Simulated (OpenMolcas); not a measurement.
## Ni2+: moving or changing the point charges

Ni2+ among 2 point charges of -3 e arranged as a linear pair (D∞h), 1.74 Å from the ion.

```
Program             : OpenMolcas 26.06
Method              : SS-CASPT2, IPEA 0.25 Eh, imaginary shift 0.1 Eh (closed shells correlated: 3s 3p)
Basis               : ANO-RCC-VDZP [5s4p2d1f]
Scalar Hamiltonian  : DKH2, point nucleus
Active space        : 8 electrons in 5 orbitals (3d)
State averaging     : 2S+1 = 3 even, 10 roots; 2S+1 = 1 even, 15 roots
Spin-orbit coupling : state interaction with AMFI integrals over the reference wave functions
```

Runs around this geometry, states (labels by Λ). Energies in cm-1 above the lowest state or level, χT in cm3 K/mol.

| R (Å) | q (e) | Ground state | First state of that spin | First gap with spin-orbit (degeneracies) | χT at 300 K | First state of another spin |
| --- | --- | --- | --- | --- | --- | --- |
| 1.74 | -2.4 | 3Σ | 3Π 2340 | 150 (1, 2) | 2.114 | 1Δ 14140 |
| 1.62 | -3 | 3Σ | 3Π 8970 | 58 (1, 2) | 1.304 | 1Δ 15620 |
| 1.74 | -3 | 3Σ | 3Π 5410 | 87 (1, 2) | 1.526 | 1Δ 15070 |

Taking the first state of the same spin as R^-n, n = -ln(5410 / 8970) / ln(1.74 / 1.62) = 7.1 between the shortest and longest distance.

Scaling the charges by -2.4 / -3 = 0.80 scales the first state of the same spin by 2340 / 5410 = 0.43; with fixed orbitals a first-order splitting would follow the charge.

Roots that are degenerate in the reference are averaged as groups; the widest CASPT2 spread within a group is 16 cm-1 (the 2-fold group of multiplicity 1 near 15600 cm-1 above the lowest state of its run, R = 1.62, q = -3). Shifts and gaps below about the spread of the groups concerned are not significant. Free-ion shares, where given, are those of the reference states; single-state CASPT2 does not remix them. Point charges carry no covalency, so the field is a model and not that of real ligands. No measured value stands beside these numbers.
